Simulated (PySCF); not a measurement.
Species: CH₁₀N₂Si₂.
SMILES with atom numbers: `[NH2:1][SiH:2]([NH2:3])[CH2:4][SiH3:5]`

A calculation gives these core lines: C 1s: 289.55 eV; N 1s: 404.37 eV; Si 1s: 1846.17 (area 1), 1846.65 (area 1) eV; Si 2p3/2: 106.39 (area 1), 106.65 (area 1) eV.

Computed, not measured: PySCF, delta-SCF UKS SCAN, pcX-2 on the ionised atom, pcseg-1 elsewhere, spin-free X2C. One conformer (not necessarily the lowest) at the PBE0-D3(BJ)/def2-SVP geometry, without solvent, vibrations or thermal averaging.

Question: Order the silicon atoms by Si 1s binding energy.

Answer: 1846.17 eV: Si5 (SiH3 silicon); 1846.65 eV: Si2 (SiH silicon). Lowest listed Si 1s: Si5, bonded to C and 3 H. Highest, 0.48 eV above it: Si2, bonded to 2 N, C and H.

Question: Which silicon gives which Si 2p3/2 line?

Answer: 106.39 eV: Si5 (SiH3 silicon); 106.65 eV: Si2 (SiH silicon). Lowest listed Si 2p3/2: Si5, bonded to C and 3 H. Highest, 0.26 eV above it: Si2, bonded to 2 N, C and H. Summing the Pauling electronegativity differences to the bonded atoms, each weighted by its formal bond order, gives +1.55 for the lowest site and +3.23 for the highest.

Bonded neighbours of each site: N1/N3: 2 H and Si; Si2: 2 N, C and H; C4: 2 H and 2 Si; Si5: C and 3 H.

Question: Which photon energy gives electrons from Si 2p3/2 of Si5 a kinetic energy of 50 eV, and what is their de Broglie wavelength?

Answer: hν = 106.39 + 50 = 156.39 eV, recoil neglected; λ = 12.264 Å/√(E/eV) = 1.73 Å.

Topologically equivalent atoms share the value of their first member; where this conformer doesn't relate them by symmetry, their own values could differ. For 2p shells one spin-free hole was relaxed; a mean-field spin–orbit operator and the ground-state splitting of the three 2p orbitals were then diagonalised within the shell. The shell's mean is (2 × 2p3/2 + 2p1/2)/3, and the degeneracies 2j + 1 give areas of 2:1. 2p1/2 minus 2p3/2 (ligand field included): Si 0.62 eV.

Conformer computed: `[NH2:1][SiH:2]([NH2:3])[CH2:4][SiH3:5]`: N1–Si2–C4–Si5 49°, H–N1–Si2–N3 -51°, H–N1–Si2–N3 160°, H–N3–Si2–N1 152°, H–N3–Si2–N1 -56°.
